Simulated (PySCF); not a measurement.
**Ionisation energy of Tc⁺ by level of theory**

Tc⁺ [Kr] 4d5 5s1 (7S) → Tc²⁺ [Kr] 4d5 (6S), as a difference of total energies. Computed with PySCF 2.14 in def2-TZVPPD with the def2 core potential (28 electrons) (6s4p3d2f1g, 56 functions), with scalar relativity through the core potential. Correlated levels: valence: 4s2 4p6 frozen; valence and next inner shell: nothing frozen outside the core potential. The calculations carry no spin-orbit coupling.

```json
{"method": "UHF", "ionisation energy (eV)": "14.288"}
{"method": "LDA", "ionisation energy (eV)": "15.985"}
{"method": "PBE", "ionisation energy (eV)": "15.686"}
{"method": "PBE0", "ionisation energy (eV)": "15.402"}
{"method": "r2SCAN", "ionisation energy (eV)": "15.642"}
{"method": "M06", "ionisation energy (eV)": "14.964"}
{"method": "M06-L", "ionisation energy (eV)": "14.831"}
{"method": "TPSSh", "ionisation energy (eV)": "15.334"}
{"method": "B2PLYP", "ionisation energy (eV)": "15.065"}
{"method": "MP2 (valence)", "ionisation energy (eV)": "14.840"}
{"method": "SCS-MP2 (valence)", "ionisation energy (eV)": "14.472"}
{"method": "MP2 (valence and next inner shell)", "ionisation energy (eV)": "15.235"}
{"method": "SCS-MP2 (valence and next inner shell)", "ionisation energy (eV)": "14.864"}
```

Errors of the correlated levels include the incompleteness of this basis and the frozen core.

Q: Which method comes closest to the reference value, and which is furthest?

A: The reference is 15.26 eV (semi-empirical (NIST evaluation); NIST Atomic Spectra Database, ionization energies). Closest: MP2 (valence and next inner shell) (error -0.025 eV); furthest: UHF (error -0.972 eV).
